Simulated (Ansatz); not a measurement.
Frontier orbitals of CH₄Cl₂SSi, SMILES `C[Si](S)(Cl)Cl`.

Total charge 0; spin multiplicity 1. The geometry is a stationary point of PBE0-D4/def2-TZVP. It is one conformer, not always the lowest. Basis def2-TZVPP, Ansatz.

| functional | HOMO (eV) | LUMO (eV) | gap (eV) |
| --- | --- | --- | --- |
| PBE | -6.61 | -0.88 | 5.73 |
| B97M-V | -7.00 | -0.63 | 6.37 |
| PBE0 | -7.88 | 0.08 | 7.96 |
| ωB97M-V | -10.08 | 1.96 | 12.04 |

A quarter of exact exchange (PBE0) shifts PBE's HOMO by −1.27 eV and its LUMO by +0.96 eV; full exchange at long range (ωB97M-V) shifts them by −3.47 and +2.83 eV. The gap opens from 5.73 to 12.04 eV, since occupied levels lose self-interaction and empty ones feel all the electrons. A positive LUMO is unbound and depends on the basis.
